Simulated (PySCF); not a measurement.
**Question.** Give a PBE0-D3(BJ)/def2-SVP geometry of `C#[C][Ge@@H]([NH2])[F]`.

**Answer.** 
```
atom  x, y, z in Å
C1     2.2848    0.6106   -0.8451
C2     1.2586    0.3800   -0.2360
Ge3   -0.3320    0.0520    0.7337
N4    -1.6478   -0.2794   -0.4542
F5    -0.0021   -1.3403    1.7396
H6     3.1924    0.8102   -1.3875
H7    -0.7201    1.1718    1.6959
H8    -2.5621   -0.5022   -0.0728
H9    -1.4132   -0.9196   -1.2069
```

Orientation and origin are arbitrary. Atoms count from 1 in this order. N4 (nitrogen bonded to Ge and 2 H) is pyramidal (angles 116.7°, 115.8° and 110.4°, sum 342.9°, 0.29 Å off the plane of its three neighbours). Ge3 (germanium bonded to C, F, N and H) is distorted tetrahedral (angles from 105.6° to 114.2°).

Bonds between heavy atoms (Å): C1≡C2 1.215, C2–Ge3 1.892, Ge3–N4 1.803, Ge3–F5 1.749.

Computed with PBE0-D3(BJ)/def2-SVP geometry optimisation, gas phase (PySCF).

Point group: C1 (no symmetry element, even within 0.4 Å). PBE0-D3(BJ)/def2-SVP frequencies: not computed here. The numbers are those of one conformer (C2–Ge3–N4–H 178° and 46°).
